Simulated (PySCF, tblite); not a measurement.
Isomers of [C7H10F]+ (charge +1), one GFN2-xTB conformer each. Single-point energies are computed at PBE0/pcSseg-1 (PySCF, gas phase, no added dispersion term), electronic only.

```
               SMILES  GFN2-xTB relative energy (kJ/mol)
C[C@H]1C[CH+]C=C(F)C1                                0.0
     C=CC[CH+]/C=C\CF                              173.1
```

Conformers: `[CH3:1][C@H:2]1[CH2:3][CH+:4][CH:5]=[C:6]([F:7])[CH2:8]1` (charge +1) with C1–C2–C3–C4 80°, C2–C3–C4–C5 19°, C3–C4–C5–C6 5°, C5–C6–C8–C2 -25°; `[CH2:1]=[CH:2][CH2:3][CH+:4]/[CH:5]=[CH:6]\[CH2:7][F:8]` (charge +1) with C1–C2–C3–C4 -93°, C2–C3–C4–C5 -93°, C3–C4–C5–C6 -171°, C5–C6–C7–F8 -174°.

Task: What does PBE0/pcSseg-1 give for the same structures?

Result: 
```csv
SMILES,PBE0/pcSseg-1 E (Eh),PBE0/pcSseg-1 (kJ/mol),GFN2-xTB (kJ/mol),point group
C[C@H]1C[CH+]C=C(F)C1,-371.84437,0.0,0.0,C1
C=CC[CH+]/C=C\CF,-371.77223,189.4,173.1,C1
```

Both levels put the same isomer lowest. 

Task: Which frontier levels and rotational constants go with these structures?

Result: 
```
               SMILES  HOMO (eV, PBE0/pcSseg-1)  LUMO (eV)       A, B, C (MHz)
C[C@H]1C[CH+]C=C(F)C1                    -13.69      -8.59    3115, 1839, 1403
     C=CC[CH+]/C=C\CF                    -12.31      -8.14  4648, 876.3, 803.4
```

Task: What happens when harmonic zero-point energies from GFN2-xTB frequencies are added?

Result: 
```tsv
SMILES	ZPE (kJ/mol)	electronic (kJ/mol)	with ZPE (kJ/mol)
C[C@H]1C[CH+]C=C(F)C1	391.6	0.0	0.0
C=CC[CH+]/C=C\CF	381.5	189.4	179.3
```

The zero-point energies span 10.1 kJ/mol. The order is unchanged.
